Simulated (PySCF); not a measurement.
Coordinates in bohr (charge 0 multiplicity 1):
```
Pb    0.0000    0.0000    0.0000
H     1.9090    1.9090    1.9090
H    -1.9090   -1.9090    1.9090
H    -1.9090    1.9090   -1.9090
H     1.9090   -1.9090   -1.9090
```

Computed with PySCF, PBE0, basis Pb def2-TZVP with ECP60, H def2-TZVP (scalar-relativistic core potentials, no spin–orbit coupling, density fitting).

This geometry of PbH₄ is a stationary point at this level.

**Question.** What is the point group?

**Answer.** Td.

**Question.** Is it a minimum?

**Answer.** Yes: all harmonic wavenumbers are real.

**Question.** List the harmonic modes with their infrared intensities.

**Answer.** 
```csv
symmetry,ω (cm⁻¹),"IR (km/mol, summed over degenerate members)",type
t2,614,406,bend
e,692,0.0,bend
a1,1866,0.0,stretch
t2,1885,669,stretch
```

**Question.** Give the ideal-gas entropy at 298.15 K and 1 bar by parts.

**Answer.** translation 175.7, rotation 54.1, vibration 8.0, spin 0.0; total 237.8 J/(mol K).

In Td the vibrations span 2t2 + e + a1. The a1, e modes carry no infrared intensity, as symmetry demands.

With an element this heavy the missing spin–orbit coupling can shift these numbers.
